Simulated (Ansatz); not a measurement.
Geometry optimisation, RKS r2SCAN/6-31G* (Ansatz).

Input:

```yaml
crystal:
  periodic: [false, false, false]
  atoms:
    - { symbol: Si, position_ang: [0.1733, 0.1389, 0.0155] }
    - { symbol: H, position_ang: [1.921, 0.5108, 0.5886] }
    - { symbol: C, position_ang: [0.5928, -1.7301, 0.1125] }
    - { symbol: C, position_ang: [-0.4919, 0.3722, -1.7492] }
    - { symbol: C, position_ang: [-1.0111, 0.5236, 1.4414] }
    - { symbol: H, position_ang: [1.6775, 1.436, 0.3772] }
    - { symbol: F, position_ang: [0.7306, 2.0624, -0.0377] }
    - { symbol: H, position_ang: [1.4094, -1.9938, -0.5551] }
    - { symbol: H, position_ang: [0.8856, -2.0296, 1.1144] }
    - { symbol: H, position_ang: [-0.2635, -2.3361, -0.1725] }
    - { symbol: H, position_ang: [-0.9171, 1.3586, -1.8907] }
    - { symbol: H, position_ang: [0.3068, 0.2546, -2.4732] }
    - { symbol: H, position_ang: [-1.2526, -0.3638, -1.982] }
    - { symbol: H, position_ang: [-0.4955, 0.4935, 2.3948] }
    - { symbol: H, position_ang: [-1.8131, -0.2047, 1.4808] }
    - { symbol: H, position_ang: [-1.4524, 1.5077, 1.3351] }
basis:
  gaussian: { orbitals: "6-31G*" }
hamiltonian:
  xc: r2scan
relax:
  f_tol: 0.15
  max_steps: 25
  restrain:
    - { distance: [0, 6], at: 1.68, k: 30.0 }
    - { distance: [5, 1], at: 0.62, k: 30.0 }
    - { distance: [0, 1], at: 2.72, k: 30.0 }
    - { distance: [5, 6], at: 2.18, k: 30.0 }
output:
  orbitals: {}
```

Command:

```bash
$ ansatz run input.yaml --threads 2 --pin off --max-ram 3072MiB --backend cpu --events-out ev --progress --plain --runs-dir out
```

Problem. Where does it end, and by what steps?

Solution. It converged. The restraints hold the end off the free minimum. After 17 steps the energy has fallen by 2.667 eV (the restraints' own energy left out); H6 moved furthest, 1.30 Å. Joined: H2–H6 (0.98 → 0.69 Å).

| step | energy less start (eV) | largest force component (eV/Å) | accepted |
| --- | --- | --- | --- |
| 0 | 0.0000 | 0.712 | yes |
| 1 | -0.3186 | 1.804 | yes |
| 2 | -0.4878 | 3.243 | yes |
| 3 | -0.8425 | 3.103 | yes |
| 4 | -1.6344 | 2.094 | yes |
| 5 | -2.1505 | 1.758 | yes |
| 6 | -2.4229 | 1.137 | yes |
| 7 | -2.5163 | 1.584 | yes |
| 8 | -2.5756 | 1.934 | yes |
| 9 | -2.6018 | 2.010 | yes |
| 10 | -2.6668 | 0.950 | no |
| 11 | -2.6267 | 1.567 | yes |
| 12 | -2.6395 | 1.614 | yes |
| 13 | -2.6534 | 1.656 | yes |
| 14 | -2.6632 | 1.679 | yes |
| 15 | -2.7053 | 0.584 | no |
| 16 | -2.6782 | 1.234 | no |
| 17 | -2.6674 | 1.564 | yes |

```xyz
16
Properties=species:S:1:pos:R:3
Si 0.047 0.242 -0.231
H 1.925 0.325 1.751
C 0.869 -1.437 -0.093
C -0.989 0.290 -1.791
C -1.005 0.639 1.265
H 2.210 0.861 1.417
F 1.184 1.431 -0.428
H 1.731 -1.513 -0.769
H 1.216 -1.675 0.918
H 0.152 -2.214 -0.392
H -1.447 1.275 -1.939
H -0.374 0.076 -2.675
H -1.797 -0.454 -1.763
H -0.430 0.659 2.198
H -1.794 -0.117 1.378
H -1.498 1.613 1.153
```

Run time: 29 s on 2 threads of AMD EPYC 9R45 96-Core Processor (Zen 5) (shared host), peak memory 0.2 GiB.
